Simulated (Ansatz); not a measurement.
`[CH3][Al]([SH])[Cl]` + CH₃SH → `C[S][Al]([CH3])[Cl]` + H₂S  (ligand exchange at the Al–S bond)

Program: Ansatz. Geometries: PBE0-D4/def2-TZVP. ΔE: electronic, gas phase. CCSD(T)/CBS is the MP2 limit (def2-TZVPP, def2-QZVPP) plus CCSD(T) − MP2 in def2-TZVPP, frozen cores. This one scheme is used for every species. DFT in def2-TZVPP. Each species was taken in one conformer, which may not be the lowest.

(1) Is it downhill or uphill in electronic energy at CCSD(T)/CBS, and by how much? (Estimate.)

(2) What do these levels give: BLYP-D4, r2SCAN-D4, CAM-B3LYP-D4, PBE, HF/def2-SVP, SCS-MP2/def2-TZVPP? (An estimate is asked.)

Largest T1 diagnostic among the species: 0.010.

Answers

(1) Ansatz gave: Uphill: ΔE = +0.05 eV.

(2) The calculation gave: BLYP-D4 0.03, r2SCAN-D4 0.06, CAM-B3LYP-D4 0.06, PBE 0.07, HF/def2-SVP 0.10, SCS-MP2/def2-TZVPP 0.07 eV.

Leaving LDA and LC-ωPBE aside and taking each functional with its dispersion term where it has one, the values, not all of them listed here, spread over 0.04 eV, from BLYP-D4 to B2PLYP. LDA lies −0.04 eV from PBE without D4. The D4 term adds −0.05 eV with B3LYP and −0.03 eV with PBE0; it sums over pairs of atoms, weighted by their polarisabilities, and B3LYP, whose exchange is more repulsive, gets the larger term.

B3LYP here is the variant with VWN-RPA as its local correlation; programs differ in this.
